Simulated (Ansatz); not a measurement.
Ansatz (a first-principles code) input:

Ansatz 0.2 input:
```yaml
crystal:
  periodic: [false, false, false]
  atoms:
    - {symbol: Si, position_ang: [0.00296417, -0.00425740, 0.93626949]}
    - {symbol: Br, position_ang: [1.06311508, -1.61260081, -0.19795821]}
    - {symbol: Br, position_ang: [-1.06430074, 1.61430377, -0.17654958]}
basis:
  gaussian:
    orbitals: def2-TZVP
hamiltonian:
  xc: b3lyp
  dispersion: d3bj
magnetization: {spin_polarized: true, initial_magnetization: 2}
phonons: {temperatures: {t_min: 298.15, t_max: 298.15, t_step: 100}}
```

**Question.** Which total energy does the run end on?

**Answer.** -5437.88176 Eh (B3LYP-D3(BJ)/def2-TZVP). The basis has 133 functions.

This is an excited triplet: at this geometry the singlet lies 1.89 eV lower at RI-MP2/CBS(def2-TZVPPD,def2-QZVPPD)+[CCSD(T)-MP2]/def2-TZVPPD.
